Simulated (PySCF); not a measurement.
## Radial density of Ru⁺ (ruthenium, charge +1)

BHandHLYP, [Kr] 4d6 5p1, one real determinant (an excited configuration). Computed with PySCF 2.14 in aug-cc-pVTZ-DK (9s8p6d3f2g, 102 functions), with scalar relativity by spin-free X2C-1e.

```csv
r (bohr),4πr²ρ (e/bohr),4πr²(ρα − ρβ)
0.0281,54.59,0.0012
0.0473,47.26,0.0090
0.0796,63.20,0.0532
0.134,62.38,0.2795
0.225,45.53,0.6838
0.379,49.94,0.2564
0.637,15.21,0.5307
1.07,13.65,2.9576
1.80,4.241,1.8839
3.03,0.7382,0.5686
5.10,0.1352,0.1318
8.58,0.003006,0.0030
```

Densities and radii are taken from the X2C orbitals without a picture-change correction, which distorts them close to the nucleus.

⟨L²⟩ = 8.03 against 12 for a pure F term, so this real determinant mixes terms.
